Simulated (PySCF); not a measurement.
tetramethyldisiloxane (C4H14OSi2), singlet, at a GFN2-xTB geometry; PySCF with CAMB3LYP/STO-3G.

Input for PySCF:
```python
from pyscf import gto, scf, dft

mol = gto.M(
    atom='''
C     2.14826997    1.52943537   -0.10758701
Si    1.58082494   -0.18921036    0.47245724
C     2.01649329   -1.50343559   -0.82952383
O    -0.02872759   -0.17727054    0.71428946
Si   -1.61450018   -0.01065102    0.38770279
C    -1.95386376    1.75320210   -0.23352731
C    -2.12810445   -1.28373109   -0.92666850
H     1.72969906    1.78398720   -1.07791043
H     1.83594866    2.29838139    0.59283650
H     3.22918319    1.58251928   -0.19307086
H     2.11496008   -0.52735406    1.79602854
H     1.62843803   -2.47673624   -0.54405342
H     3.09097631   -1.60079226   -0.95014233
H     1.59810617   -1.25904224   -1.80254028
H    -2.25121731   -0.26947449    1.68349968
H    -1.46174960    1.94591448   -1.18337999
H    -3.01625792    1.92661959   -0.37410023
H    -1.59154046    2.49138318    0.47584618
H    -1.87025598   -2.29116089   -0.61365335
H    -1.63309406   -1.10170594   -1.87711818
H    -3.19869274   -1.25914005   -1.10495798
''',
    basis='sto-3g',
    verbose=4,
)

mf = dft.RKS(mol)
mf.xc = 'camb3lyp'
mf.kernel()
```

### Question
Write the output that PySCF gives for this input, abridged.

### Answer

```
PySCF version 2.14.0

[INPUT] verbose = 4
[INPUT] num. atoms = 21
[INPUT] num. electrons = 74
[INPUT] charge = 0
[INPUT] spin (= nelec alpha-beta = 2S) = 0
[INPUT] symmetry False subgroup None
[INPUT] Mole.unit = angstrom
[INPUT] Symbol           X                Y                Z      unit          X                Y                Z       unit  Magmom
[...]
nuclear repulsion = 476.128551187159
number of shells = 39
number of NR pGTOs = 171
number of NR cGTOs = 57
basis = sto-3g
ecp = {}

******** <class 'pyscf.dft.rks.RKS'> ********
method = RKS
initial guess = minao
damping factor = 0
level_shift factor = 0
DIIS = <class 'pyscf.scf.diis.CDIIS'>
diis_start_cycle = 1
diis_space = 8
diis_damp = 0
SCF conv_tol = 1e-09
SCF conv_tol_grad = None
SCF max_cycles = 50
direct_scf = True
direct_scf_tol = 1e-13
XC library pyscf.dft.libxc version 7.1.2
    S. Lehtola, C. Steigemann, M. J. T. Oliveira, and M. A. L. Marques,  SoftwareX 7, 1–5 (2018)
XC functionals = camb3lyp
    T. Yanai, D. P. Tew, and N. C. Handy,  Chem. Phys. Lett. 393, 51 (2004)
radial grids:
    Treutler-Ahlrichs [JCP 102, 346 (1995); DOI:10.1063/1.469408] (M4) radial grids

becke partition: Becke, JCP 88, 2547 (1988); DOI:10.1063/1.454033
pruning grids: <function nwchem_prune>
grids dens level: 3
symmetrized grids: False
atomic radii adjust function: <function treutler_atomic_radii_adjust>
small_rho_cutoff = 0
Set gradient conv threshold to 3.16228e-05
Initial guess from minao.
tot grids = 246232
init E= -805.433002514232
[...]
cycle= 1 E= -805.197500551227  delta_E= 0.236  |g|= 0.643  |ddm|= 5.19
[...]
cycle= 2 E= -805.224187172535  delta_E= -0.0267  |g|= 0.666  |ddm|= 1.85
[...]
cycle= 3 E= -805.345749848259  delta_E= -0.122  |g|= 0.0646  |ddm|= 0.928
[...]
cycle= 4 E= -805.346974739607  delta_E= -0.00122  |g|= 0.0178  |ddm|= 0.11
[...]
cycle= 5 E= -805.347087359637  delta_E= -0.000113  |g|= 0.00158  |ddm|= 0.0327
[...]
cycle= 6 E= -805.347088260128  delta_E= -9e-07  |g|= 0.000324  |ddm|= 0.00255
[...]
cycle= 7 E= -805.347088297774  delta_E= -3.76e-08  |g|= 5e-05  |ddm|= 0.000524
[...]
cycle= 8 E= -805.347088298824  delta_E= -1.05e-09  |g|= 2.52e-06  |ddm|= 0.000106
[...]
cycle= 9 E= -805.347088298827  delta_E= -3.41e-12  |g|= 7.88e-07  |ddm|= 7.47e-06
[...]
Extra cycle  E= -805.347088298828  delta_E= -6.82e-13  |g|= 5.05e-07  |ddm|= 2.08e-06
converged SCF energy = -805.347088298828
```
